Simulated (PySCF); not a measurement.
Geometry:
| atom | x (Å) | y (Å) | z (Å) |
| --- | --- | --- | --- |
| C1 | -1.987 | -0.350 | -0.022 |
| C2 | -1.573 | 0.910 | 0.325 |
| C3 | -0.168 | 0.881 | 0.259 |
| S4 | 1.206 | 1.901 | 0.498 |
| C5 | 2.263 | 0.588 | 0.077 |
| C6 | 1.622 | -0.568 | -0.231 |
| C7 | 0.224 | -0.403 | -0.127 |
| N8 | -0.906 | -1.142 | -0.295 |
| H9 | -2.984 | -0.738 | -0.093 |
| H10 | -2.195 | 1.740 | 0.590 |
| H11 | 3.320 | 0.766 | 0.086 |
| H12 | 2.120 | -1.477 | -0.514 |
| H13 | -0.947 | -2.108 | -0.571 |

Geometry: GFN2-xTB; GIAO absolute shieldings from PySCF 2.14.0 with density-fitted response routines, gas phase, non-relativistic, averaged over equivalent atoms.

At KT3/pcSseg-1 (168 basis functions, 32 s wall time on 1 thread of an Arm Neoverse V2, shared host):
```tsv
atoms	σ (ppm)
C7	54.6
C3	63.2
C5	67.0
C1	71.8
C6	82.6
C2	87.9
S4	385.2
N8	122.2
H13	24.13
H9	25.03
H12	25.04
H11	25.06
H10	25.31
```

What do these become at LC-wPBE/Sadlej pVTZ?

## Answers


| atoms | σ at LC-wPBE/Sadlej pVTZ | change |
| --- | --- | --- |
| C7 | 53.4 | -1.2 |
| C3 | 61.5 | -1.7 |
| C5 | 63.2 | -3.8 |
| C1 | 67.4 | -4.4 |
| C6 | 87.2 | +4.6 |
| C2 | 94.0 | +6.1 |
| S4 | 380.2 | -5.0 |
| N8 | 141.3 | +19.1 |
| H13 | 23.57 | -0.56 |
| H9 | 25.00 | -0.03 |
| H12 | 24.75 | -0.29 |
| H11 | 24.82 | -0.24 |
| H10 | 24.87 | -0.44 |

The largest change is at N8 (pyrrole-type ring nitrogen). Cost: 245 basis functions, 2.2 min wall time on 1 thread of an Arm Neoverse N1, shared host. The order of the carbon signals is the same at both levels.
